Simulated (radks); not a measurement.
Values are calculated unless marked as measured or tabulated.
The nuclear charge of the thulium ion Tm+ is varied continuously with 68 electrons held in [Xe] 4f13 6s1. Level of theory: Dirac Kohn-Sham, PBE, spin-unpolarised, spherical densities, finite nucleus; open shells fill j = l - 1/2 first; Fermi nuclear charge, rms radius 5.2256 fm (a radial shooting solver on a logarithmic mesh with Libxc functionals). By the Hellmann-Feynman theorem dE/dZ = E(electron-nucleus)/Z, the electronic potential at the nucleus (averaged over a nucleus of fixed radius).

| Z | E (hartree) | E(electron-nucleus)/Z (hartree) | HOMO | e(HOMO) (eV) | <r> HOMO (bohr) |
|---|---|---|---|---|---|
| 68.4 | -13289.8618 | -481.101 | 4f7/2 | -1.474 | 0.9044 |
| 68.6 | -13386.2989 | -483.268 | 4f7/2 | -3.727 | 0.8650 |
| 68.8 | -13483.1687 | -485.429 | 4f7/2 | -6.331 | 0.8384 |
| 69 | -13580.4704 | -487.588 | 6s1/2 | -9.164 | 3.587 |
| 69.2 | -13678.2038 | -489.745 | 6s1/2 | -10.674 | 3.470 |
| 69.4 | -13776.3685 | -491.902 | 6s1/2 | -12.255 | 3.363 |
| 69.6 | -13874.9648 | -494.060 | 6s1/2 | -13.900 | 3.266 |
| 69.8 | -13973.9927 | -496.219 | 6s1/2 | -15.608 | 3.178 |
| 70 | -14073.4525 | -498.379 | 6s1/2 | -17.374 | 3.096 |

The central difference of E at Z = 69 is -487.588 hartree, to compare with the third column; the second derivative is -10.8 hartree. No converged solution with all levels bound was reached at Z = 68, 68.2.
